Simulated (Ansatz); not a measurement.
C3H7Te, SMILES C(C)([Te])C, multiplicity 2.

Geometry optimised at B3LYP-D3(BJ)/def2-SVP. A frequency run showed that this geometry is not a minimum. The isomer is the one that the SMILES or the coordinates give; other isomers of the formula were not compared. The def2 effective core potentials stand for the cores of Te; spin–orbit coupling is left out.

Two levels are set side by side: PBE/def2-SVPD (Ansatz, a quantum-chemistry and plane-wave program) and PBE0/def2-SVPD (Ansatz). Energy differences of separate SCF runs at the same geometry; the states with an electron removed or added have multiplicity 3 and 1. Differences are taken from unrounded values.

| quantity | PBE |
|---|---|
| vertical ionisation energy (eV) | 7.84 |
| vertical electron affinity (eV) | 1.96 |

Task: These are the PBE values. What does PBE0 give? (Estimate from the structure and the level; the computed values follow.)

Result: 
```
quantity                         PBE0  PBE minus PBE0
-------------------------------  ----  --------------
vertical ionisation energy (eV)  7.87           -0.04
vertical electron affinity (eV)  1.92            0.03
```

On these quantities the two levels nearly agree.
